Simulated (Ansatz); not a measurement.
A nudged elastic band was laid between two geometries of CH₈N₂OZr (13 atoms, charge 0, multiplicity 1).

These are results of Ansatz 0.2.0, RKS BHLYP-D4/def2-SVP, not measurements.

| Quantity | Value |
| --- | --- |
| movable images | 5 |
| climbing image | yes |
| spring | 5.0 eV/Å² |
| optimiser | quadratic models (default) |
| start path | through a guess of the saddle point |
| force threshold | 0.05 eV/Å |
| iteration limit | 60 |
| end points | relaxed |

Image 0:

```xyz
13
Properties=species:S:1:pos:R:3
Zr 0.152 0.145 -0.375
O 1.192 -0.557 -1.835
C 0.004 -1.482 1.173
H 0.997 -1.852 1.461
N -1.781 0.588 -0.861
N 1.026 1.741 0.542
H 1.591 -0.926 -2.612
H -0.491 -1.129 2.087
H -0.572 -2.343 0.810
H -2.296 1.428 -0.637
H -2.374 0.012 -1.444
H 1.875 2.227 0.292
H 0.676 2.150 1.399
```

Image 6:

```xyz
13
Properties=species:S:1:pos:R:3
Zr -0.090 0.274 0.121
O 1.308 -0.893 -1.292
C -0.211 -1.293 1.373
H 1.268 -1.725 -0.808
N -1.747 0.506 -1.079
N 0.957 1.884 0.847
H 1.173 -1.065 -2.223
H 0.379 -1.451 2.284
H -0.995 -2.058 1.280
H -2.040 1.307 -1.622
H -2.507 -0.163 -1.097
H 1.495 1.841 1.705
H 1.009 2.835 0.508
```

(1) What changes between the two ends?

(2) What energy profile does the band end with?

(3) What is the geometry of the highest image?

Answers

(1) Bonds broken: C3–H4. Bonds formed: O2–H4.

(2) It converged. The highest image is number 4 of 0 to 6, 294.8 kJ/mol above the first end and 10.8 kJ/mol above the last; the last end lies 284.0 kJ/mol above the first. Neighbouring images differ by up to 2.6 eV, so the band resolves the path poorly. A vibrational analysis at the climbing image gives one clearly imaginary mode, 1026i cm⁻¹: a first-order saddle point. The orbitals stay closed-shell, which can raise the energy where a bond breaks towards radicals; this wasn't checked here.

```csv
image,path coordinate (Å),energy (kJ/mol),C3–H4 (Å),O2–H4 (Å)
0,0.00,0.0,1.10,3.55
1,1.13,3.9,1.10,3.32
2,2.26,12.7,1.10,3.06
3,3.39,41.3,1.10,2.46
4,4.52,294.8,1.69,1.12
5,5.07,285.3,2.25,0.98
6,5.62,284.0,2.67,0.96
```

(3) 
```xyz
13
Properties=species:S:1:pos:R:3:forces:R:3
Zr -0.051 0.320 0.017 -0.01 0.01 0.01
O 1.323 -0.903 -1.226 0.02 0.00 -0.01
C 0.023 -1.428 1.069 -0.01 0.01 0.00
H 0.946 -1.487 -0.347 0.00 -0.01 -0.02
N -1.815 0.614 -0.966 -0.02 0.00 0.00
N 0.904 1.931 0.828 -0.02 -0.04 0.00
H 1.169 -1.350 -2.056 0.00 -0.01 0.01
H 0.656 -1.683 1.925 0.00 0.00 0.00
H -0.801 -2.148 0.961 0.00 0.00 0.00
H -2.164 1.446 -1.423 0.01 0.00 0.00
H -2.556 -0.076 -0.982 0.00 0.00 0.00
H 1.515 1.857 1.631 0.02 0.01 0.01
H 0.851 2.907 0.570 0.00 0.02 0.00
```

Time of the run: 6.3 min on 4 threads of Arm Neoverse N1, on a shared host, peak memory 0.33 GiB.
